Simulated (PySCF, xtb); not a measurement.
Relative energy of two structures of C2H3B2F

Structure X is a singlet given by its coordinates and structure Y is `CB=C=BF`, a singlet. Both are isolated molecules in the gas phase, relaxed with B3LYP-D3(BJ)/def2-SVP.

X (Å):

```tsv
atom	x (Å)	y (Å)	z (Å)
C	-1.2923	1.3420	-0.5523
C	-2.5220	0.5475	0.5629
B	-2.2251	2.0160	0.4180
B	-1.0640	0.1924	0.3991
F	-2.6265	3.2095	0.8270
H	-1.1141	1.4371	-1.6288
H	-0.2674	-0.6540	0.6743
H	-3.4296	-0.0586	0.4710
```

Close contacts (Å): C1–B3 1.51, C1–B4 1.51, C2–B3 1.51, C2–B4 1.51, B3–F5 1.32, C1–H6 1.10, C2–H8 1.10, B4–H7 1.19.

Y (Å):

```xyz
8

C    -3.0432    0.2115   -0.6478
C    -0.8881    1.5743    0.7218
B    -1.9034    0.9322    0.0765
B     0.1256    2.2153    1.3655
F     1.0848    2.8217    1.9744
H    -4.0092    0.4001   -0.1502
H    -3.1270    0.5550   -1.6926
H    -2.8758   -0.8786   -0.6615
```

Q: Estimate which is lower in electronic energy at CCSD(T)/def2-SVP + ΔMP2/def2-TZVPP, and by roughly how much.

A: The CCSD(T)/def2-SVP + ΔMP2/def2-TZVPP calculation puts structure X lower, by 1.05 kcal/mol.

How the difference moves with the method:

```
                             level               geometry  E(Y) − E(X) (kcal/mol)  departure from the last row (kcal/mol)  job, with rough time for the two
             B3LYP-D3(BJ)/def2-SVP  B3LYP-D3(BJ)/def2-SVP                     −1.36                                   −2.41             optimisation, 3.4 min
                       HF/def2-SVP  B3LYP-D3(BJ)/def2-SVP                     +3.56                                   +2.51           part of the CCSD(T) run
                      MP2/def2-SVP  B3LYP-D3(BJ)/def2-SVP                     +3.73                                   +2.68           part of the CCSD(T) run
                  CCSD(T)/def2-SVP  B3LYP-D3(BJ)/def2-SVP                     +3.85                                   +2.80                      single point
CCSD(T)/def2-SVP + ΔMP2/def2-TZVPP  B3LYP-D3(BJ)/def2-SVP                     +1.05                                                        single point, 64 s
```

B3LYP-D3(BJ)/def2-SVP puts the two in the other order. The largest departure from CCSD(T)/def2-SVP + ΔMP2/def2-TZVPP is that of CCSD(T)/def2-SVP, 2.80 kcal/mol. Levels run at GFN2-xTB geometries aren't shown. The last row adds to CCSD(T) the change of the MP2 difference between the two basis sets, here −2.80 kcal/mol.

With harmonic frequencies from B3LYP-D3(BJ)/def2-SVP (ideal gas, rigid rotor, one conformer each, 298.15 K, 1 atm): on the last row, ΔE + ΔZPE = +1.85, ΔH = +2.57, ΔG = +1.77 kcal/mol.

The correlated steps freeze 5 core orbitals. Programs: PySCF 2.14.0; the last row on 2 threads of Arm Neoverse V1 on a shared host.
